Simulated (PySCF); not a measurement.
Si(F)2(OH)(SeH) (F2H2OSeSi), SMILES [SeH][Si](F)(F)O.

Coordinates come from a B3LYP-D3(BJ)/def2-SVP optimisation. The structure was generated by enumeration, and PubChem lists no compound with its InChIKey, so it may never have been made. One conformer was computed; it need not be the lowest.

These are PySCF with CAM-B3LYP/def2-TZVP values and carry that method's errors.

The molecule is in vacuum.

```yaml
total_energy: -2967.58778 hartree
highest_occupied_level: -9.10 eV
lowest_empty_level: 0.70 eV
orbital_gap: 9.80 eV
dipole_moment: 2.72 D
quadrupole, principal values (traceless, Buckingham form, about the centre of nuclear charge): -6.46, 1.12, 5.34 D·Å
mean_static_polarisability: 49.7 bohr³ (7.36 Å³)
polarisability_principal_values: 43.8, 46.1, 59.2 bohr³
```
